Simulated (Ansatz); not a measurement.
`[BH2][AlH][O][SiH3]` + `FC[SiH2][SiH3]` → `FC[SiH]([SiH3])[SiH3]` + `[BH2][AlH][OH]`  (formal exchange of groups at the Si–O bond)

Program: Ansatz. Geometries: PBE0-D4/def2-TZVP. ΔE: electronic, gas phase. CCSD(T)/CBS adds triple-zeta CCSD(T) − MP2 to the extrapolated MP2 energy (def2 sets, frozen cores). Functionals use def2-TZVPP. One conformer a species, not always the lowest.

`[BH2][AlH][O][SiH3]`:

```xyz
10

B    -2.081   -1.453   -0.034
Al   -0.012   -1.300    0.410
O     0.752    0.180    0.123
Si    1.331    1.657   -0.210
H    -2.491   -1.787   -1.111
H    -2.937   -1.217    0.773
H     0.893   -2.467    0.996
H     2.372    1.574   -1.269
H     0.241    2.552   -0.688
H     1.934    2.260    1.009
```

`FC[SiH2][SiH3]`:

```xyz
11

F     1.114   -1.902    0.498
C     0.355   -1.572   -0.621
Si   -0.854   -0.165   -0.205
Si    0.296    1.654    0.714
H    -0.175   -2.472   -0.949
H     1.040   -1.275   -1.422
H    -1.524    0.227   -1.478
H    -1.891   -0.662    0.740
H    -0.634    2.800    0.903
H     0.886    1.292    2.028
H     1.386    2.074   -0.207
```

`FC[SiH]([SiH3])[SiH3]`:

Cartesian coordinates in Å:
```
F 1.160 1.702 -1.270
C 1.649 1.015 -0.164
Si 0.340 -0.221 0.469
Si -0.149 -1.799 -1.188
Si -1.590 0.918 1.140
H 2.569 0.501 -0.462
H 1.907 1.749 0.606
H 0.944 -0.911 1.648
H -1.067 -2.833 -0.638
H -0.809 -1.142 -2.346
H 1.095 -2.467 -1.659
H -2.243 1.559 -0.031
H -2.548 -0.040 1.755
H -1.257 1.969 2.140
```

`[BH2][AlH][OH]`:

Cartesian coordinates in Å:
```
B 1.051 -0.262 1.085
Al -0.430 0.431 -0.267
O -0.939 -0.669 -1.463
H 2.225 -0.128 0.884
H 0.781 -0.800 2.122
H -1.087 1.884 -0.241
H -1.601 -0.456 -2.119
```

```csv
level,ΔE (eV)
r2SCAN-D4,0.97
r2SCAN,0.99
HF/def2-QZVPP,1.43
MP2/CBS(def2),1.09
```

**Question.** What does CCSD(T)/CBS give? (Estimate.)

**Answer.** Ansatz gave: +1.03 eV. The listed levels differ from it by -0.06, -0.04, 0.40, 0.06 eV.

Largest T1 diagnostic among the species: 0.013.

In def2-TZVPP, CCSD(T) changes the Hartree–Fock value by −0.36 eV (the triples alone add −0.05 eV) and MP2 by −0.31 eV. From PBE to PBE0 (25 % exact exchange), in def2-TZVPP and without D4, ΔE moves by +0.10 eV. The D4 term adds −0.06 eV with B3LYP and −0.03 eV with PBE0; it sums over pairs of atoms, weighted by their polarisabilities, and B3LYP, whose exchange is more repulsive, gets the larger term.

B3LYP here is the variant with VWN-RPA as its local correlation; programs differ in this.
